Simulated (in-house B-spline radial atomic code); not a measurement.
Results of a calculation; reference values are marked as such.
Making a Troullier-Martins s channel for O, r_c = 1.1 bohr

O, [He] 2s2 2p4, non-relativistic LDA (VWN5), spherical and spin-unpolarised, from an all-electron radial atomic-structure program (B-spline basis) (atomic units). The all-electron 2s level is ε = -0.871362 hartree, its outermost node lies just inside 0.29 bohr and its outer maximum at 0.87 bohr.

Inside r_c the pseudo-orbital is u(r) = r^1 exp(p(r)), with p = c0 + c2 r² + c4 r⁴ + … + c12 r¹². The seven coefficients follow from p and its first four derivatives at r_c, from zero curvature of the screened potential at the origin, c4 = −c2²/(2l + 5), and from the norm inside r_c. At r_c the all-electron orbital has P = 0.8979789, P' = -0.4563987, the screened potential V = -1.52241, V' = 3.0266, V'' = -8.21657, and the norm inside is Q = 0.5348815.

Question: What are p, p' and p'' at r_c?

Answer: p = ln(P/r_c^1) = ln(0.8979789/1.1) = -0.20292. p' = P'/P − 1/r_c = -0.50825 − 0.90909 = -1.41734. The radial equation gives p'' = 2(V − ε) − 2(1) p'/r_c − p'² = -1.30210 − (-2.57699) − 2.00886 = -0.73397. Differentiating, p''' = 2V' + 2(1)p'/r_c² − 2(1)p''/r_c − 2p'p'' = 2.9644, and p'''' = 2V'' − 4(1)p'/r_c³ + 4(1)p''/r_c² − 2(1)p'''/r_c − 2p''² − 2p'p''' = -12.664.

For a trial c2 the five matching conditions are linear in c0, c6, c8, c10 and c12, and c2 is varied until the norm inside r_c equals Q. The root nearest zero gives:

| n | c_n |
| --- | --- |
| 0 | 0.2057827 |
| 2 | 0.3298218 |
| 4 | -0.02175648 |
| 6 | -2.227898 |
| 8 | 2.748609 |
| 10 | -1.343188 |
| 12 | 0.2430899 |

Question: Check c4 and p(r_c), and find the screened pseudopotential at the origin.

Answer: −c2²/5 = -0.0217565, as listed. The terms c_n r_c^n are 0.20578, 0.39908, -0.03185, -3.94686, 5.89189, -3.48388, 0.76292, which sum to -0.20292. Inverting the radial equation, V_l(r) = ε + 1 p'/r + (p'' + p'²)/2, so V_l(0) = ε + (2l + 3) c2 = -0.871362 + 3 × (0.329822) = 0.1181 hartree, finite where the all-electron potential diverges.

Orbitals and screened potentials:

| r (bohr) | P | u | V all-electron | V pseudo |
| --- | --- | --- | --- | --- |
| 0.11 | -0.4206 | 0.1357 | -57.95 | 0.1114 |
| 0.275 | -0.008833 | 0.346 | -17.45 | -0.1125 |
| 0.44 | 0.4919 | 0.5685 | -8.56 | -1.05 |
| 0.605 | 0.8045 | 0.7811 | -5.014 | -2.562 |
| 0.77 | 0.9383 | 0.9229 | -3.199 | -3.304 |
| 0.935 | 0.9522 | 0.9511 | -2.157 | -2.45 |
| 1.1 | 0.898 | 0.898 | -1.522 | -1.522 |

Logarithmic derivatives P'/P at R = 1.4 bohr, for energies E around ε:

```
E − ε (hartree)  all-electron     pseudo
           -0.5      0.199894   0.197889
          -0.25     -0.242641  -0.243384
           -0.1      -0.57303  -0.573184
              0     -0.831108  -0.831107
            0.1      -1.12867    -1.1289
           0.25      -1.67514   -1.67714
            0.5      -3.03324   -3.04904
```

Question: With P(R) = 0.7300641 and a norm of 0.7361594 inside R, what slope in energy does norm conservation fix?

Answer: d(P'/P)/dE = −2 × (norm inside R)/P(R)² = -2.7624 per hartree·bohr at E = ε, for both atoms, since orbital and norm agree at R. Differences over ±0.1 hartree give -2.7782 (all-electron) and -2.7786 (pseudo), which also hold third-order terms. Half a hartree below ε the two curves differ by -0.0020.
